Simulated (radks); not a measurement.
Results of a calculation; reference values are marked as such.
In III, configuration [Kr] 4d10 5s1. Level of theory: scalar-relativistic Kohn-Sham, PBE, spin-polarised, spherical densities, finite nucleus; open shells are filled with parallel spins first (spin-orbit coupling, left out, can overturn this in heavy ions); Fermi nuclear charge, rms radius 4.6156 fm (a radial shooting solver on a logarithmic mesh with Libxc functionals).

Local quantities along the radius. ELF = 1/(1 + alpha^2) is the electron localisation function; alpha = (tau - tau_W)/tau_unif compares the Pauli kinetic energy density with that of the uniform gas (summed over spins); r v_xc is r times the local exchange-correlation potential of spin up (hartree bohr); s = |grad rho|/(2 (3 pi^2)^(1/3) rho^(4/3)) is the reduced gradient; 4 pi r^2 rho is in e/bohr. tau is taken from the large components.

r (bohr)	ELF	alpha	r v_xc	s	4 pi r^2 rho
0.002754	0.999	0.02558	-0.1578	0.5377	8.114
0.003644	0.999	0.02847	-0.1889	0.5153	12.54
0.004821	0.999	0.03324	-0.2273	0.5061	18.85
0.00643	0.998	0.04148	-0.2745	0.5097	27.57
0.008508	0.997	0.05553	-0.3270	0.5268	37.96
0.01126	0.993	0.08174	-0.3834	0.5589	49.03
0.01501	0.981	0.1375	-0.4403	0.6099	58.59
0.01987	0.936	0.2611	-0.4873	0.6743	62.97
0.02629	0.766	0.5532	-0.5194	0.7286	61.01
0.03506	0.437	1.136	-0.5379	0.6832	55.66
0.04639	0.317	1.469	-0.5665	0.4624	55.41
0.06138	0.495	1.010	-0.6839	0.2903	65.58
0.08186	0.728	0.6108	-0.8290	0.3318	78.71
0.1083	0.721	0.6214	-0.8959	0.4692	77.01
0.1433	0.431	1.150	-0.8763	0.5248	61.23
0.1911	0.344	1.381	-0.9157	0.2814	55.64
0.2529	0.659	0.7195	-1.134	0.2459	64.80
0.3346	0.764	0.5553	-1.204	0.4669	57.48
0.4463	0.415	1.186	-1.028	0.7417	30.57
0.5905	0.218	1.894	-0.9186	0.3439	19.07
0.7814	0.695	0.6619	-1.188	0.2572	21.96
1.042	0.740	0.5928	-1.225	0.5232	17.84
1.379	0.518	0.9647	-1.065	0.8324	8.945
1.824	0.271	1.640	-0.8807	1.182	3.359
2.433	0.224	1.859	-0.7122	1.689	1.079
3.22	0.294	1.551	-0.5255	2.892	0.2851
4.26	0.314	1.477	-0.4383	6.452	0.04513
5.682	0.158	2.310	-0.2327	20.89	0.002713

On this mesh the ELF has minima near r = 0.046, 0.17, 0.51, 2.1 bohr, which separate the shells, and maxima near 0.094 (0.76), 0.33 (0.76), 0.90 (0.77), 3.7 (0.32).
